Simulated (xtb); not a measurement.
Input file for xtb: GFN2-xTB on CH4S (SMILES CS), a point of a torsion scan.

```
$ xtb mol.xyz --gfn 2 --opt vtight --chrg 0 --uhf 0 --input xcontrol
6

C     -0.55798456     0.00507727     0.00147095
S      1.12170984     0.71703335    -0.12073468
H     -0.62073175    -0.47153172     0.99939938
H     -1.25001609     0.86466909    -0.10233831
H     -0.69289342    -0.72957856    -0.81754284
H      1.74461996     0.40107256     1.11421678
$constrain
  force constant=1.0
  dihedral: 3,1,2,6,0.0
$end
```

The log:

```
[...]
           -------------------------------------------------
          |                Calculation Setup                |
           -------------------------------------------------



           -------------------------------------------------
          |                 G F N 2 - x T B                 |
           -------------------------------------------------

        Reference                      10.1021/acs.jctc.8b01176
      * Hamiltonian:
        H0-scaling (s, p, d)           1.850000    2.230000    2.230000
        zeta-weighting                 0.500000
      * Dispersion:
        s8                             2.700000
        a1                             0.520000
        a2                             5.000000
        s9                             5.000000
      * Repulsion:
        kExp                           1.500000    1.000000
        rExp                           1.000000
      * Coulomb:
        alpha                          2.000000
        third order                    shell-resolved
        anisotropic                    true
        a3                             3.000000
        a5                             4.000000
        cn-shift                       1.200000
        cn-exp                         4.000000
        max-rad                        5.000000


          ...................................................
          :                      SETUP                      :
          :.................................................:
          :  # basis functions                  18          :
          :  # atomic orbitals                  17          :
          :  # shells                            9          :
          :  # electrons                        14          :
          :  max. iterations                   250          :
          :  Hamiltonian                  GFN2-xTB          :
          :  restarted?                      false          :
          :  GBSA solvation                  false          :
          :  PC potential                    false          :
          :  electronic temp.          300.0000000     K    :
          :  accuracy                    1.0000000          :
          :  -> integral cutoff          0.2500000E+02      :
          :  -> integral neglect         0.1000000E-07      :
          :  -> SCF convergence          0.1000000E-05 Eh   :
          :  -> wf. convergence          0.1000000E-03 e    :
          :  Broyden damping             0.4000000          :
          :  net charge                          0          :
          :  unpaired electrons                  0          :
          ...................................................

 iter      E             dE          RMSdq      gap      omega  full diag
   1     -7.4417395 -0.744174E+01  0.480E+00    5.39       0.0  T
   2     -7.4582830 -0.165436E-01  0.274E+00    4.95       1.0  T
   3     -7.4591608 -0.877808E-03  0.103E+00    4.80       1.0  T
   4     -7.4597508 -0.589965E-03  0.429E-01    4.70       1.0  T
   5     -7.4597640 -0.131960E-04  0.760E-02    4.69       1.0  T
   6     -7.4597630  0.968287E-06  0.253E-02    4.69       1.6  T
   7     -7.4597646 -0.162233E-05  0.817E-03    4.69       5.0  T
   8     -7.4597647 -0.190299E-07  0.163E-03    4.69      25.1  T
   9     -7.4597647 -0.659959E-09  0.495E-04    4.69      82.5  T
  10     -7.4597647 -0.419477E-09  0.177E-04    4.69     231.2  T

   *** convergence criteria satisfied after 10 iterations ***

         #    Occupation            Energy/Eh            Energy/eV
      -------------------------------------------------------------
         1        2.0000           -0.7108766             -19.3439
         2        2.0000           -0.6061471             -16.4941
         3        2.0000           -0.5170357             -14.0693
         4        2.0000           -0.5048452             -13.7375
         5        2.0000           -0.4866838             -13.2433
         6        2.0000           -0.4516820             -12.2909
         7        2.0000           -0.3696194             -10.0579 (HOMO)
         8                         -0.1972196              -5.3666 (LUMO)
         9                         -0.1629695              -4.4346
        10                         -0.0061583              -0.1676
        11                         -0.0000143              -0.0004
        12                          0.0087749               0.2388
       ...                                ...                  ...
        17                          0.4094904              11.1428
      -------------------------------------------------------------
                  HL-Gap            0.1723998 Eh            4.6912 eV
             Fermi-level           -0.2834195 Eh           -7.7122 eV

 SCC (total)                   0 d,  0 h,  0 min,  0.004 sec
 SCC setup                      ...        0 min,  0.000 sec (  2.919%)
 Dispersion                     ...        0 min,  0.000 sec (  0.959%)
 classica
[...]
.6098549             -16.5950
         3        2.0000           -0.5208205             -14.1722
         4        2.0000           -0.5050331             -13.7427
         5        2.0000           -0.4849233             -13.1954
         6        2.0000           -0.4606627             -12.5353
         7        2.0000           -0.3712497             -10.1022 (HOMO)
         8                         -0.2043341              -5.5602 (LUMO)
         9                         -0.1269285              -3.4539
        10                         -0.0073955              -0.2012
        11                         -0.0069096              -0.1880
        12                          0.0062817               0.1709
       ...                                ...                  ...
        17                          0.5249181              14.2837
      -------------------------------------------------------------
                  HL-Gap            0.1669156 Eh            4.5420 eV
             Fermi-level           -0.2877919 Eh           -7.8312 eV

 SCC (total)                   0 d,  0 h,  0 min,  0.002 sec
 SCC setup                      ...        0 min,  0.000 sec (  3.684%)
 Dispersion                     ...        0 min,  0.000 sec (  0.955%)
 classical contributions        ...        0 min,  0.000 sec (  0.441%)
 integral evaluation            ...        0 min,  0.001 sec ( 25.684%)
 iterations                     ...        0 min,  0.000 sec ( 23.299%)
 molecular gradient             ...        0 min,  0.001 sec ( 41.516%)
 printout                       ...        0 min,  0.000 sec (  3.695%)

         :::::::::::::::::::::::::::::::::::::::::::::::::::::
         ::                     SUMMARY                     ::
         :::::::::::::::::::::::::::::::::::::::::::::::::::::
         :: total energy              -7.410010129939 Eh    ::
         :: gradient norm              0.000018419146 Eh/a0 ::
         :: HOMO-LUMO gap              4.542004615237 eV    ::
         ::.................................................::
         :: SCC energy                -7.479191490085 Eh    ::
         :: -> isotropic ES            0.004761480585 Eh    ::
         :: -> anisotropic ES          0.001217009859 Eh    ::
         :: -> anisotropic XC          0.006039450688 Eh    ::
         :: -> dispersion             -0.001784196771 Eh    ::
         :: repulsion energy           0.069181360145 Eh    ::
         :: add. restraining           0.000000000001 Eh    ::
         :: total charge              -0.000000000000 e     ::
         :::::::::::::::::::::::::::::::::::::::::::::::::::::

           -------------------------------------------------
          |                Property Printout                |
           -------------------------------------------------

    * Orbital Energies and Occupations

         #    Occupation            Energy/Eh            Energy/eV
      -------------------------------------------------------------
         1        2.0000           -0.7133603             -19.4115
         2        2.0000           -0.6098549             -16.5950
         3        2.0000           -0.5208205             -14.1722
         4        2.0000           -0.5050331             -13.7427
         5        2.0000           -0.4849233             -13.1954
         6        2.0000           -0.4606627             -12.5353
         7        2.0000           -0.3712497             -10.1022 (HOMO)
         8                         -0.2043341              -5.5602 (LUMO)
         9                         -0.1269285              -3.4539
        10                         -0.0073955              -0.2012
        11                         -0.0069096              -0.1880
        12                          0.0062817               0.1709
        13                          0.1261047               3.4315
        14                          0.2169444               5.9034
        15                          0.2184148               5.9434
        16                          0.2270992               6.1797
        17                          0.5249181              14.2837
      -------------------------------------------------------------
                  HL-Gap            0.1669156 Eh            4.5420 eV
             Fermi-level           -0.2877919 Eh           -7.8312 eV

     #   Z          covCN         q      C6AA      α(0)
     1   6 C        3.743    -0.045    21.450     6.607
     2  16 S        1.891    -0.284   153.336    20.842
     3   1 H        0.925     0.055     2.260     2.351
     4   1 H        0.925     0.056     2.242     2.341
     5   1 H        0.925     0.056     2.242     2.341
     6   1 H        0.923     0.161     1.317     1.795

 Mol. C6AA /au·bohr⁶  :        511.429751
 Mol. C8AA /au·bohr⁸  :      17148.317654
 Mol. α(0) /au        :         36.276852


Wiberg/Mayer (AO) data.
largest (>0.10) Wiberg bond orders for each atom

 ---------------------------------------------------------------------------
     #   Z sym  total        # sym  WBO       # sym  WBO       # sym  WBO
 ---------------------------------------------------------------------------
     1   6 C    3.976 --     2 S    1.011     3 H    0.988     4 H    0.987
Note: The following floating-point exceptions are signalling: IEEE_DENORMAL
normal termination of xtb
                             5 H    0.987
     2  16 S    2.003 --     1 C    1.011     6 H    0.966
     3   1 H    0.997 --     1 C    0.988
     4   1 H    0.997 --     1 C    0.987
     5   1 H    0.997 --     1 C    0.987
     6   1 H    0.974 --     2 S    0.966
 ---------------------------------------------------------------------------

Topologies differ in total number of bonds
Writing topology from bond orders to xtbtopo.mol

molecular dipole:
                 x           y           z       tot (Debye)
 q only:       -0.354      -0.318       0.406
   full:       -0.585      -0.471       0.549       2.365
molecular quadrupole (traceless):
                xx          xy          yy          xz          yz          zz
 q only:        0.186      -0.872      -0.938       1.725       0.500       0.752
  q+dip:       -1.313      -2.304      -0.713       2.478       0.744       2.027
   full:       -0.638      -1.779      -1.314       2.678       0.427       1.952

           -------------------------------------------------
          |                Geometry Summary                 |
           -------------------------------------------------

      molecular mass/u    :       48.1072863
   center of mass at/Å    :        0.6266249       0.4944565      -0.0619506
  moments of inertia/u·Å² :        0.4876755E+01   0.3945359E+02   0.4114252E+02
rotational constants/cm⁻¹ :        0.3456731E+01   0.4272776E+00   0.4097374E+00

 * 4 selected distances

     #   Z          #   Z                                           value/Å
     1   6 C        3   1 H                                       1.0822856 (min)
     1   6 C        4   1 H                                       1.0858664
     1   6 C        5   1 H                                       1.0858664
     2  16 S        6   1 H                                       1.3290300 (max)

 * 2 distinct bonds (by element types)

   Z      Z             #   av. dist./Å        max./Å        min./Å
   1 H    6 C           3     1.0846728     1.0858664     1.0822856
   1 H   16 S           1     1.3290300     1.3290300     1.3290300


optimized geometry written to: xtbopt.xyz


           -------------------------------------------------
          | TOTAL ENERGY               -7.410010129939 Eh   |
          | GRADIENT NORM               0.000018419146 Eh/α |
          | HOMO-LUMO GAP               4.542004615237 eV   |
           -------------------------------------------------

------------------------------------------------------------------------
------------------------------------------------------------------------
 total:
 SCF:
 ANC optimizer:
```

The run finished.

Warnings raised: the energy holds the restraint's term.

Cost: very roughly 0.08 core-seconds.
